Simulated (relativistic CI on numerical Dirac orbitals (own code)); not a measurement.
## Sensitivity of the levels of Tl XLI to α and to the nuclear radius

Computed by Dirac-Coulomb-Breit CI, orbitals from a KLI potential per configuration, derivatives by finite differences, unscaled Slater integrals, QED left out (own radial code, finite nucleus).

Configuration list (outside the closed core [Ar] 3d10): 4s2 4p6 4d5, 4s2 4p6 4d4 4f, 4s2 4p4 4d7, 4s 4p6 4d6, 4p6 4d7, 4s2 4p6 4d4 5s, 4s2 4p6 4d3 5s2, 4p6 4d5 5s2. Levels of other configurations are missing.

With x = (α/α₀)² − 1 an excitation energy changes as ω = ω₀ + qx; K = 2q/ω₀ is the relative enhancement. Terms are leading LS components, so labels can repeat. The field-shift factor is F = δν/δ⟨r²⟩ for the transition from the lowest level.

Lowest level 4s2 4p6 4d5 4P_5/2.

```
              Level  ω₀ (cm⁻¹)  q (cm⁻¹)     K  F (GHz/fm²)
 4s2 4p6 4d5 6S_5/2     186337    233900  2.51         9.64
 4s2 4p6 4d5 4G_7/2     232557    229400  1.97         9.53
 4s2 4p6 4d5 4D_3/2     234934    232100  1.98         8.85
4s2 4p6 4d5 2H_11/2     244225    228100  1.87         10.4
 4s2 4p6 4d5 2G_9/2     259778    232900  1.79         10.1
 4s2 4p6 4d5 2D_5/2     269348    238500  1.77         9.62
 4s2 4p6 4d5 4P_1/2     278159    249400  1.79         9.24
 4s2 4p6 4d5 2F_7/2     287067    232900  1.62         9.13
 4s2 4p6 4d5 2D_3/2     341932    253800  1.48         11.1
 4s2 4p6 4d5 6S_5/2     412743    459300  2.23         18.1
 4s2 4p6 4d5 4D_7/2     446638    466200  2.09         18.3
4s2 4p6 4d5 2I_11/2     455470    463200  2.03         19.6
 4s2 4p6 4d5 4G_9/2     459494    463400  2.02         18.7
 4s2 4p6 4d5 4D_1/2     468441    470900  2.01         18.1
 4s2 4p6 4d5 4P_3/2     473391    470000  1.99         18.7
4s2 4p6 4d5 2I_13/2     479533    462600  1.93         20.2
 4s2 4p6 4d5 2F_5/2     481135    466600  1.94         18.3
 4s2 4p6 4d5 2H_9/2     503581    466700  1.85         19.6
 4s2 4p6 4d5 2G_7/2     513056    466300  1.82         18.4
 4s2 4p6 4d5 4F_5/2     514410    467900  1.82         19.3
 4s2 4p6 4d5 2D_3/2     518955    460900  1.78         16.5
 4s2 4p6 4d5 4P_1/2     537363    467800  1.74           18
 4s2 4p6 4d5 2G_7/2     542088    468900  1.73         19.5
```

At this charge energies of transitions that change n are usually good to better than 1 %, and those within a shell (Δn = 0) to a few per cent. Terms inside the open d or f shell come out 10 to 20 % too wide with unscaled integrals.
